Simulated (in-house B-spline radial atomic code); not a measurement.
**Ionising the europium ion Eu²⁺ with different functionals**

Computed with an all-electron radial atomic-structure program (B-spline basis): four-component Dirac-Coulomb Hamiltonian, Fermi nucleus of rms radius 5.1115 fm, spin-restricted, spherical fractional occupations for the functionals. The ionisation energy is the difference of two self-consistent energies, [Xe] 4f7 → [Xe] 4f6, without Breit or QED terms; ε is the level of the shell that loses the electron (mean over j). The electron is taken from both j subshells in proportion to 2j + 1, so the result is a j average, not the step between ground levels.

Hybrids are left out here: with spherical fractional occupations of an open shell their exact exchange keeps a self-interaction that integer-occupation calculations don't have.

| method | rung | ΔSCF (eV) | -ε(4f) (eV) |
| --- | --- | --- | --- |
| LDA VWN5 | LDA | 24.66 | 16.43 |
| relativistic LDA | LDA | 24.79 | 16.54 |
| LDA PW92 | LDA | 24.65 | 16.42 |
| LDA exchange-only | LDA | 22.96 | 14.84 |
| PBE | GGA | 24.33 | 16.13 |
| PBEsol | GGA | ? | ? |
| BLYP | GGA | 24.18 | 16.00 |
| RPBE | GGA | 24.27 | 16.07 |
| PW91 | GGA | ? | ? |
| BP86 | GGA | 24.43 | 16.21 |
| AM05 | GGA | 24.40 | 16.17 |
| OLYP | GGA | 24.65 | 16.36 |

Q: What does PBEsol give?

A: ΔSCF 24.37 eV, and -ε(4f) = 16.15 eV.

Q: What does PW91 give?

A: ΔSCF 24.43 eV, and -ε(4f) = 16.22 eV.

Q: How do they compare with the NIST value?

A: NIST lists 24.84 eV ± 0.03 (semi-empirical, ground level to ground level). Errors run from -1.88 to -0.05 eV; relativistic LDA is closest (-0.05 eV), but part of that can be cancellation, since the calculations leave out Breit-QED terms, spin polarisation, the choice among j levels, multiplet and fine-structure energies.
